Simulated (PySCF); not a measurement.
Rh(2+): ionisation energy

Rh(2+) [Kr] 4d7 (4F) → Rh(3+) [Kr] 4d6 (5D), as a difference of total energies. Computed with PySCF 2.14 in aug-cc-pVDZ-PP with ECP28MDF, with scalar relativity through the core potential. Correlated levels: valence: 4s2 4p6 frozen. The calculations carry no spin-orbit coupling.

```csv
method,ionisation energy (eV)
UHF,29.340
TPSS,31.066
LDA,31.307
MP2 (valence),30.449
SCS-MP2 (valence),30.540
```

Question: How much does correlation contribute at MP2 (valence)?

Answer: 30.449 − (29.340) = 1.109 eV, measured against UHF.

The reference lies between the lowest fine-structure levels, while these numbers refer to the centres of the terms.

Errors of the correlated levels include the incompleteness of this basis and the frozen core.

For comparison: 31.06 eV (semi-empirical (NIST evaluation); NIST Atomic Spectra Database, ionization energies).
